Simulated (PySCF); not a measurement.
From one molecule to another.

First species: C6H9N3.
SMILES with atom numbers: `[CH2:1]=[CH:2][c:3]1[cH:4][n:5][n:6]([CH2:7][CH3:8])[n:9]1` (hydrogens: H10, H11 on C1; H12 on C2; H13 on C4; H14, H15 on C7; H16, H17, H18 on C8)

Second species: C₆H₉N₃.
SMILES: `CCc1ncc(C)nn1`

Levels: PBE0/pcSseg-1 for dipole moment, HOMO energy, LUMO energy and HOMO–LUMO gap; GFN2-xTB for rotational constant A and rotational constant C. Geometries: GFN2-xTB. Each structure is a single optimised conformer of the isolated species, non-relativistic unless stated. Electronic properties by PySCF.

Dipoles, sizes and rotational constants follow the conformer. The torsions of the flexible species, by atom-mapped SMILES:
- `[CH2:1]=[CH:2][c:3]1[cH:4][n:5][n:6]([CH2:7][CH3:8])[n:9]1`: C1–C2–C3–C4 1°, N5–N6–C7–C8 86°
- `[CH3:1][CH2:2][c:3]1[n:4][cH:5][c:6]([CH3:7])[n:8][n:9]1`: C1–C2–C3–N4 89°

Which has the higher HOMO energy?

The second: -6.62 eV against -6.75 eV, a difference of 0.13 eV.

Which has the higher HOMO–LUMO gap?

The first: 6.10 eV against 4.81 eV, a difference of 1.29 eV.

Which has the higher rotational constant C?

The second: 0.922 GHz against 0.846 GHz, a difference of 0.076 GHz.

Which has the higher dipole moment?

The second: 2.49 D against 0.75 D, a difference of 1.74 D.

Which has the higher LUMO energy?

The first: -0.65 eV against -1.81 eV, a difference of 1.16 eV.

Which of the two has the higher rotational constant A, and by how much?

The first: 5.142 GHz against 4.691 GHz, a difference of 0.451 GHz.

On the first: A dipole of 0.75 D is allowed in C1, and pure rotational transitions are dipole-allowed. In atomic units the dipole is 0.29 e·bohr (1 au = 2.5417 D).

On the second: A dipole of 2.49 D is allowed in C1, and pure rotational transitions are dipole-allowed. The dipole equals about 8.3 × 10⁻³⁰ C·m (1 D = 3.33564 × 10⁻³⁰ C·m).
